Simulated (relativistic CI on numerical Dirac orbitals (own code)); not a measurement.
## Yb22+: what numerical and physical settings do to a radial Dirac CI calculation

Reference input:

```
atom Yb  Z=70  charge=22  electrons=48
nucleus A=174  rms_radius_fm=5.3108
hamiltonian dirac-coulomb  breit=on  qed=on  c_scale=1
orbitals kli  potential=per-configuration
slater_scale 1
correlation none
mixing on
grid step=0.0125 r_max=6.5
scf mixing=0.4 start=green max_iterations=150 tolerance=2e-08 node_fill=0.05
configurations
  [Kr] 4d10 4f2
end
```

Computed lowest total energy -13853.38488 Ha, first excitation 16017.9 cm⁻¹, 10 SCF steps. Runs with settings changed; * marks those that are bad on purpose:

| Changed | Outcome | Lowest level | ΔE (Ha) | First excitation (cm⁻¹) | SCF steps | Message |
| --- | --- | --- | --- | --- | --- | --- |
| grid step 0.04 | converged | 4f² ³H4 | 0.000656 | 16017.9 | 10 |  |
| SCF tolerance 1e-05 | converged | 4f² ³H4 | -6.78e-07 | 16017.9 | 8 |  |
| Slater scale 0.5 | converged | 4f² ³H4 | 0.0453 | 9943.0 | 10 |  |
| start potential bare | converged | 4f² ³H4 | -1.85e-09 | 16017.9 | 12 |  |
| SCF mixing 2.5 * | converged | 4f² ³H4 | -1.31e-09 | 16017.9 | 13 |  |
| SCF tolerance 1e-14 * | converged | 4f² ³H4 | -1.05e-09 | 16017.9 | 28 |  |
